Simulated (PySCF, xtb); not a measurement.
TaF₄Br, SMILES [F][Ta]([F])([F])([F])[Br], multiplicity 1.

GFN2-xTB (xtb 6.7.1) at its own geometry gives an orbital gap of 4.72 eV and a dipole moment of 2.97 D.

Geometry optimised at PBE-D3(BJ)/def2-SVP. The spin state was assumed, not searched. The def2 effective core potentials stand for the cores of Ta; spin–orbit coupling is left out.

What does PBE0/def2-TZVP in PySCF give? (The exact figures need the calculation; the answer reports its results.)

gap 7.16 eV (levels -10.17 and -3.00 eV), dipole 1.91 D.
